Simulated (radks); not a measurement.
Results of a calculation; reference values are marked as such.
Hg I, configuration [Hg].

Level of theory: scalar-relativistic Kohn-Sham, LDA (Slater exchange, VWN5 correlation), spin-unpolarised, spherical densities, finite nucleus; Fermi nuclear charge, rms radius 5.4648 fm; hard spherical wall at 12 bohr (a radial shooting solver on a logarithmic mesh with Libxc functionals).

Energy parts (hartree):
part                       energy
total                 -19607.2909
kinetic                21990.7380
electron-nucleus      -48842.7095
Hartree                 7604.2797
exchange-correlation    -359.5990

Orbitals (lengths in bohr, moments of r in powers of bohr; <r^-3> diverges for s and p1/2):
orbital  occ.  eigenvalue (hartree)    <r^-3>
1s          2             -3052.750         -
2s          2             -541.1444         -
2p          6             -467.0169     26760
3s          2             -128.4055         -
3p          6             -106.9775      6148
3d         10             -84.34123     758.8
4s          2             -28.20509         -
4p          6             -21.17396      1493
4d         10             -12.81471     161.7
5s          2              -4.35383         -
4f         14              -3.54053     31.74
5p          6              -2.45385     262.6
5d         10              -0.37035     15.51
6s          2              -0.26175         -
6p          0              -0.04263     10.17
7s          0               0.02982         -
5f          0               0.14264  0.003656

The highest occupied level is 6s at -7.123 eV. The density falls to 0.001 e/bohr^3 at r = 4.30 bohr. The pressure on the wall is 0.0000732 GPa. The electron density at the nucleus is 2.49e+06 e/bohr^3 (large components only).

Run on one thread of a shared host, so times are rough (Arm Neoverse N1): 0.2 s of CPU time, 0.2 s wall, 15 iterations on 2038 mesh points.
